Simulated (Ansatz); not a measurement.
This singlet lies 0.83 eV below the relaxed triplet at the level frozen-core CCSD(T)/cc-pVTZ // B3LYP-D3(BJ)/def2-TZVP (Ansatz, a quantum-chemistry and plane-wave program).

The numbers are results of Ansatz with B3LYP-D3(BJ)/def2-TZVP, not measurements. No frequencies were computed at this level.

Ansatz 0.2 input:
```yaml
crystal:
  periodic: [false, false, false]
  atoms:
    - { symbol: C, position_ang: [-0.728074, 0.030211, -0.003129] }
    - { symbol: C, position_ang: [0.486906, -0.741174, 0.314821] }
    - { symbol: S, position_ang: [1.866168, -0.448541, -0.534113] }
    - { symbol: H, position_ang: [-1.045128, 0.530027, 0.913613] }
    - { symbol: H, position_ang: [-0.640749, 0.768671, -0.810684] }
    - { symbol: H, position_ang: [-1.51675, -0.684257, -0.246301] }
    - { symbol: H, position_ang: [1.577619, 0.545059, -1.443337] }
basis:
  gaussian: { orbitals: def2-tzvp }
hamiltonian:
  xc: b3lyp
  dispersion: d3bj
relax:
  max_steps: 150
```

Output:

```
Functional definition: B3LYP
807 factors; their error is unknown
mean field evaluation 1: about -12963.9561 eV, gradient 6.3e1 eV
mean field evaluation 2: about -12924.6511 eV, gradient 1.2e2 eV
mean field evaluation 4: about -12973.4567 eV, gradient 1.2e1 eV
mean field evaluation 8: about -12973.7841 eV, gradient 1.6e-1 eV
mean field evaluation 16: about -12973.7916 eV, gradient 1.6e-4 eV
mean field -12973.79164664 eV, -476.7780490621 hartree, gradient 2.0e-5 eV, S^2 0.000000; 0 other end points of the search recorded, 0 dependent functions left out
reference -12973.79186749 eV, -476.7780571783 hartree; 16, 16 occupied and 107, 107 virtual orbitals, 807 factors
relax step   1: F+E_penalty+E_count = -12974.00718174 eV  Δ(F+E_penalty+E_count) = +0.000e0 eV  max|allowed force component| = 5.198e-1 eV/Å  Δτ_max = 0.0000 Å  (28 SCF iters, accepted)
these checks for a lower state are left out or cut short: starts, cluster_reference, orbital_swaps, neighbouring_geometries, increment
807 factors; their error is unknown
mean field -12973.79770882 eV, -476.7782718430 hartree, gradient 1.4e-5 eV, S^2 0.000000; 0 other end points of the search recorded, 0 dependent functions left out
reference -12973.79792991 eV, -476.7782799679 hartree; 16, 16 occupied and 107, 107 virtual orbitals, 807 factors
relax step   2: F+E_penalty+E_count = -12974.01302863 eV  Δ(F+E_penalty+E_count) = -5.847e-3 eV  max|allowed force component| = 2.956e-1 eV/Å  Δτ_max = 0.0092 Å  (33 SCF iters, accepted)
these checks for a lower state are left out or cut short: starts, cluster_reference, orbital_swaps, neighbouring_geometries, increment
807 factors; their error is unknown
mean field evaluation 32: about -12973.8000 eV, gradient 1.4e-5 eV
mean field -12973.79996835 eV, -476.7783548794 hartree, gradient 1.4e-5 eV, S^2 0.000000; 0 other end points of the search recorded, 0 dependent functions left out
reference -12973.80018941 eV, -476.7783630032 hartree; 16, 16 occupied and 107, 107 virtual orbitals, 807 factors
relax step   3: F+E_penalty+E_count = -12974.01540847 eV  Δ(F+E_penalty+E_count) = -2.380e-3 eV  max|allowed force component| = 8.453e-2 eV/Å  Δτ_max = 0.0120 Å  (34 SCF iters, accepted)
these checks for a lower state are left out or cut short: starts, cluster_reference, orbital_swaps, neighbouring_geometries, increment
807 factors; their error is unknown
mean field -12973.80062563 eV, -476.7783790342 hartree, gradient 1.4e-5 eV, S^2 0.000000; 0 other end points of the search recorded, 0 dependent functions left out
reference -12973.80084662 eV, -476.7783871552 hartree; 16, 16 occupied and 107, 107 virtual orbitals, 807 factors
relax step   4: F+E_penalty+E_count = -12974.01600601 eV  Δ(F+E_penalty+E_count) = -5.975e-4 eV  max|allowed force component| = 3.885e-2 eV/Å  Δτ_max = 0.0085 Å  (33 SCF iters, accepted)
these checks for a lower state are left out or cut short: starts, cluster_reference, orbital_swaps, neighbouring_geometries, increment
807 factors; their error is unknown
mean field -12973.80079053 eV, -476.7783850939 hartree, gradient 1.4e-5 eV, S^2 0.000000; 0 other end points of the search recorded, 0 dependent functions left out
reference -12973.80101148 eV, -476.7783932139 hartree; 16, 16 occupied and 107, 107 virtual orbitals, 807 factors
relax step   5: F+E_penalty+E_count = -12974.01611491 eV  Δ(F+E_penalty+E_count) = -1.089e-4 eV  max|allowed force component| = 1.939e-2 eV/Å  Δτ_max = 0.0027 Å  (34 SCF iters, accepted)
these checks for a lower state are left out or cut short: starts, cluster_reference, orbital_swaps, neighbouring_geometries, increment
807 factors; their error is unknown
mean field -12973.80100104 eV, -476.7783928301 hartree, gradient 1.4e-5 eV, S^2 0.000000; 0 other end points of the search recorded, 0 dependent functions left out
reference -12973.80122215 eV, -476.7784009555 hartree; 16, 16 occupied and 107, 107 virtual orbitals, 807 factors
relax step   6: F+E_penalty+E_count = -12974.01612514 eV  Δ(F+E_penalty+E_count) = -1.023e-5 eV  max|allowed force component| = 2.000e-2 eV/Å  Δτ_max = 0.0115 Å  (34 SCF iters, accepted)
these checks for a lower state are left out or cut short: starts, cluster_reference, orbital_swaps, neighbouring_geometries, increment
807 factors; their error is unknown
mean field -12973.80100265 eV, -476.7783928893 hartree, gradient 1.4e-5 eV, S^2 0.000000; 0 other end points of the search recorded, 0 dependent functions left out
reference -12973.80122365 eV, -476.7784010107 hartree; 16, 16 occupied and 107, 107 virtual orbitals, 807 factors
relax step   7: F+E_penalty+E_count = -12974.01618299 eV  Δ(F+E_penalty+E_count) = -5.785e-5 eV  max|allowed force component| = 5.107e-3 eV/Å  Δτ_max = 0.0042 Å  (33 SCF iters, accepted)
807 factors; their error is unknown
mean field evaluation 64: about -12973.8010 eV, gradient 1.6e-4 eV
mean field -12973.80100265 eV, -476.7783928893 hartree, gradient 1.4e-5 eV, S^2 0.000000; 1 other end points of the search recorded, 0 dependent functions left out
reference -12973.80122365 eV, -476.7784010107 hartree; 16, 16 occupied and 107, 107 virtual orbitals, 807 factors
Total energy: -12974.01640398 eV, -476.7863087421 hartree
Atom 0 at    -0.725131     0.029319    -0.002033 Å, force     0.005107    -0.000944    -0.000776 eV/Å
Atom 1 at     0.499205    -0.737724     0.308027 Å, force    -0.002800     0.003367    -0.002330 eV/Å
Atom 2 at     1.866249    -0.454915    -0.526268 Å, force    -0.001059    -0.000359     0.000832 eV/Å
Atom 3 at    -1.059721     0.524502     0.915687 Å, force    -0.000631    -0.000678     0.000812 eV/Å
Atom 4 at    -0.644522     0.773109    -0.809678 Å, force    -0.000127    -0.000210     0.000374 eV/Å
Atom 5 at    -1.523885    -0.680970    -0.240110 Å, force    -0.000123    -0.000472     0.000580 eV/Å
Atom 6 at     1.587799     0.546675    -1.454755 Å, force    -0.000368    -0.000705     0.000508 eV/Å
Dipole moment:    -0.143136     0.340340    -0.295626 e Å
```

Cost: very roughly 17 core-seconds.
